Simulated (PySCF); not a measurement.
## Rhodium: a sound run and one with changed settings

Sound run: Rh [Kr] 4d8 5s1, Rh⁺ [Kr] 4d8. All numbers are calculated (PySCF 2.14, scalar relativity through the core potential, in cc-pVTZ-PP with ECP28MDF (5s5p4d2f1g, 63 functions)). In the sound run the correlated levels freeze 4s2 4p6 outside the core potential. The sound run starts from symmetry-adapted Hartree-Fock orbitals and uses a fine grid where one is needed.

Changed run: all electrons correlated in a basis built for the valence shell.

| species | method | sound run (hartree) | changed run (hartree) | converged |
| --- | --- | --- | --- | --- |
| Rh | MP2 | -109.63948 | -109.95282 | yes |
| Rh⁺ | MP2 | -109.37487 | -109.68057 | yes |

Ionisation energy of Rh:

| method | sound run (eV) | changed run (eV) |
| --- | --- | --- |
| UHF | 6.312 | 6.312 |
| MP2 | 7.201 | 7.408 |
| SCS-MP2 | 6.983 | 7.158 |

A valence basis has no tight correlating functions, so it recovers only part of the core correlation, and not evenly between atom and ion.

For comparison, NIST gives 7.459 eV between the lowest levels.
